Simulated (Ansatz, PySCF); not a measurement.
Caution: the highest occupied level lies above zero, so the state may not be bound. This singlet lies 0.64 eV below the relaxed triplet at the level frozen-core CCSD(T)/aug-cc-pVDZ // PBE0-D3(BJ)/def2-TZVPD (Ansatz, a first-principles code).

```xyz
7

N     -1.2864    -0.2356    -0.0843
B     -0.0294    -0.6165     0.4186
C      1.2488     0.1801     0.2928
O      1.8578     0.9502     1.0674
H     -2.1014    -0.8165    -0.0215
H     -1.4868     0.6714    -0.4970
H      1.7975    -0.1330    -0.6548
```

Charge -1, multiplicity 1.

Give the Mulliken and meta-Löwdin atomic charges from PBE-D3(BJ)/def2-TZVPD // PBE0-D3(BJ)/def2-TZVPD (PySCF 2.14.0).


```
atom  Mulliken (e)  meta-Löwdin (e)
----  ------------  ---------------
N1            0.33            -0.45
B2           -1.51            -0.41
C3            0.32             0.04
O4           -0.58            -0.56
H5            0.07             0.22
H6            0.14             0.17
H7            0.22            -0.01
```
